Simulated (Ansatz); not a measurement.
A nudged elastic band was laid between two geometries of BrH + F2H4Si2 (10 atoms, charge 0, multiplicity 1).

The calculation used RKS revPBE-D4/def2-SVP in Ansatz.

```
movable images  : 9
climbing image  : yes
spring          : 5.0 eV/Å²
optimiser       : quadratic models (default)
start path      : straight line
force threshold : 0.05 eV/Å
iteration limit : 60
end points      : relaxed
```

First end point:

```xyz
10
Properties=species:S:1:pos:R:3
Si 0.127 0.063 -0.225
F 0.015 -0.229 1.401
Si 2.407 -0.012 -0.806
H 2.947 -1.386 -0.517
H 2.555 0.291 -2.272
H 3.149 1.013 0.007
F -0.437 1.581 -0.467
H -0.792 -0.900 -0.913
Br -3.361 -0.116 1.939
H -1.927 -0.188 2.065
```

Last end point:

```xyz
10
Properties=species:S:1:pos:R:3
Si -0.583 0.081 -0.550
F 0.563 -1.338 1.717
Si 1.766 0.289 -0.478
H 2.396 -1.071 -0.576
H 2.189 1.123 -1.660
H 2.172 0.987 0.786
F -1.191 0.951 -1.806
H -1.183 -1.289 -0.637
Br -1.450 1.046 1.336
H 0.005 -0.661 2.080
```

(1) What changes between the two ends?

(2) What energy profile does the band end with?

(3) What is the geometry of the highest image?

## Answers

(1) Bonds broken: Si1–F2, Br9–H10. Bonds formed: Si1–Br9, F2–H10. BrH + F2H4Si2 becomes BrFH4Si2 + FH.

(2) The forces met the threshold. The highest image is number 6 of 0 to 10, 28.8 kcal/mol above the first end and 22.7 kcal/mol above the last; the last end lies 6.1 kcal/mol above the first. Another band between the same ends (9 images) ends at a top of the same energy, where a vibrational analysis finds 1 clearly imaginary mode. The orbitals stay closed-shell, which can raise the energy where a bond breaks towards radicals; this wasn't checked here.

```
image  path coordinate (Å)  energy (kcal/mol)  Si1–F2 (Å)  Br9–H10 (Å)  Si1–Br9 (Å)
    0                 0.00                0.0        1.66         1.44         4.11
    1                 0.58                0.0        1.66         1.44         4.19
    2                 1.15                0.1        1.66         1.44         4.25
    3                 1.73                1.1        1.66         1.44         3.97
    4                 2.30                5.8        1.68         1.45         3.58
    5                 2.88               17.4        1.73         1.48         3.13
    6                 3.45               28.8        1.91         1.65         2.69
    7                 4.07               17.9        2.31         1.97         2.40
    8                 4.68                9.1        2.73         2.18         2.31
    9                 5.30                6.5        2.92         2.31         2.29
   10                 5.92                6.1        2.91         2.36         2.29
```

(3) 
```xyz
10
Properties=species:S:1:pos:R:3:forces:R:3
Si -0.283 -0.074 -0.258 -0.01 0.03 0.00
F 0.148 -0.939 1.389 0.01 -0.02 -0.02
Si 2.030 0.167 -0.614 0.00 0.01 0.00
H 2.750 -1.120 -0.321 0.00 0.00 0.00
H 2.296 0.601 -2.029 0.00 0.00 0.00
H 2.519 1.232 0.330 0.00 0.00 -0.01
F -0.792 1.315 -1.007 0.01 -0.03 0.01
H -1.079 -1.199 -0.830 0.00 0.00 0.00
Br -2.073 0.590 1.632 0.00 0.00 0.00
H -0.833 -0.454 1.920 -0.01 0.01 0.01
```

Run time: 3.2 min on 4 threads of Arm Neoverse V2, on a shared host, peak memory 0.18 GiB.
